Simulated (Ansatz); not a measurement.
```yaml
crystal:
  periodic: [false, false, false]
  atoms:
    - {symbol: Si, position_ang: [-0.543574, 1.023510, -0.838020]}
    - {symbol: N, position_ang: [-0.010269, -0.450482, -0.067530]}
    - {symbol: Si, position_ang: [0.866392, -0.404493, 1.434937]}
    - {symbol: Ge, position_ang: [-0.392863, -2.071440, -0.880370]}
    - {symbol: H, position_ang: [-2.022020, 1.053259, -0.966440]}
    - {symbol: H, position_ang: [-0.117809, 2.172579, 0.012553]}
    - {symbol: H, position_ang: [0.071448, 1.176238, -2.180318]}
    - {symbol: H, position_ang: [1.172441, -1.804651, 1.827529]}
    - {symbol: H, position_ang: [2.134068, 0.359165, 1.286522]}
    - {symbol: H, position_ang: [0.058988, 0.246514, 2.500951]}
    - {symbol: H, position_ang: [-1.151401, -1.357296, -2.109214]}
basis:
  gaussian: {orbitals: STO-3G, nuclear_model: gaussian}
hamiltonian: {xc: {name: r2SCANh}}
output: {forces: true}
```

```sh
$ ansatz run in.yaml --threads 4 --pin off --events-out ev --progress --plain --max-ram 10444MiB
```

It prints (some lines left out):

```
Functional definition: r2SCANh
539 factors; integrals over basis functions are off by at most 3.6e-5 eV
mean field evaluation 1: about -72969.6921 eV, gradient 1.0e2 eV
mean field evaluation 2: about -72968.4569 eV, gradient 1.1e2 eV
mean field evaluation 4: about -73023.0863 eV, gradient 8.6e0 eV
mean field evaluation 8: about -73023.4645 eV, gradient 3.6e-1 eV
mean field evaluation 16: about -73023.4650 eV, gradient 2.5e-5 eV
mean field -73023.46504814 eV, -2683.5628434367 hartree, gradient 2.5e-5 eV, S^2 0.000000; 0 other end points of the search recorded, 0 dependent functions left out
reference -73023.46505489 eV, -2683.5628436849 hartree; 37, 37 occupied and 11, 11 virtual orbitals, 539 factors
Total energy: -73023.46505489 eV, -2683.5628436849 hartree
Atom 0 at    -0.543574     1.023510    -0.838020 Å, force    -0.330187     1.704671    -0.396981 eV/Å
Atom 1 at    -0.010269    -0.450482    -0.067530 Å, force    -1.147322    -3.963306    -2.347811 eV/Å
Atom 2 at     0.866392    -0.404493     1.434937 Å, force     0.865574    -0.253213     1.452886 eV/Å
Atom 3 at    -0.392863    -2.071440    -0.880370 Å, force    -0.150269     4.090338     0.140851 eV/Å
Atom 4 at    -2.022020     1.053259    -0.966440 Å, force     0.948878    -0.025539     0.057883 eV/Å
Atom 5 at    -0.117809     2.172579     0.012553 Å, force    -0.335645    -0.769424    -0.657877 eV/Å
Atom 6 at     0.071448     1.176238    -2.180318 Å, force    -0.415432    -0.105832     0.848603 eV/Å
Atom 7 at     1.172441    -1.804651     1.827529 Å, force    -0.177085     1.035310    -0.205584 eV/Å
Atom 8 at     2.134068     0.359165     1.286522 Å, force    -0.836966    -0.460100     0.085339 eV/Å
Atom 9 at     0.058988     0.246514     2.500951 Å, force     0.517915    -0.386866    -0.708007 eV/Å
Atom 10 at    -1.151401    -1.357296    -2.109214 Å, force     1.060538    -0.866039     1.730698 eV/Å
Dipole moment:     0.050878     0.292032     0.115350 e Å
```

Hardware: 4 threads of an Arm Neoverse V2 on a shared host. Wall time 1.2 s, peak host memory 0.14 GiB.
